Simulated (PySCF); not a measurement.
C2H9NOSi, SMILES N[Si@H](CC)O.

Geometry: PBE0-D3(BJ)/def2-SVP. The structure was generated by enumeration; whether it is a known compound was not checked. One conformer was computed; it need not be the lowest.

The numbers are results of PySCF with PBE0-D3(BJ)/def2-SVP, not measurements.

Frequencies are harmonic and unscaled.

Computed vibrational spectrum:
```tsv
mode	ν (cm⁻¹)	IR (km/mol)	moving atoms (share of kinetic energy)
1	74	20.3	H 80 %, C 16 %
2	80	8.1	H 50 %, C 24 %, N 12 %, O 9 %
3	159	4.6	H 34 %, C 27 %, O 16 %, N 16 %
4	189	1.3	H 79 %, Si 9 %
5	247	51.1	H 77 %, C 8 %
6	271	61.7	H 44 %, O 31 %, N 10 %, C 9 %
7	323	44.2	H 56 %, Si 19 %, N 10 %
8	350	16.5	C 31 %, H 30 %, O 22 %, Si 17 %
9	452	147.4	H 55 %, N 35 %
10	627	11.5	H 87 %, C 12 %
11	663	28.7	C 42 %, H 28 %, Si 20 %
12	753	87.1	H 87 %
13	786	91.3	H 76 %, N 15 %
14	834	123.7	O 46 %, H 25 %, Si 22 %
15	868	71.8	H 65 %, N 20 %, Si 13 %
16	895	136.7	H 57 %, Si 21 %, N 12 %, O 10 %
17	935	120.1	H 64 %, Si 19 %, N 9 %
18	978	21.1	H 81 %, C 17 %
19	989	75.8	H 65 %, Si 17 %, C 12 %
20	1064	21.9	C 68 %, H 31 %
21	1245	2.9	H 78 %, C 21 %
22	1263	11.5	H 57 %, C 42 %
23	1391	1.2	H 81 %, C 19 %
24	1427	5.8	H 90 %, C 10 %
25	1473	7.5	H 97 %
26	1476	6.4	H 96 %
27	1548	50.4	H 89 %, N 10 %
28	2209	167.1	H 97 %
29	3044	22.8	H 95 %
30	3050	24.8	H 97 %
31	3095	8.7	H 91 %, C 9 %
32	3136	22.6	H 91 %, C 9 %
33	3149	17.5	H 91 %, C 9 %
34	3607	26.7	H 96 %
35	3704	31.3	H 91 %, N 9 %
36	3929	66.7	H 94 %
```
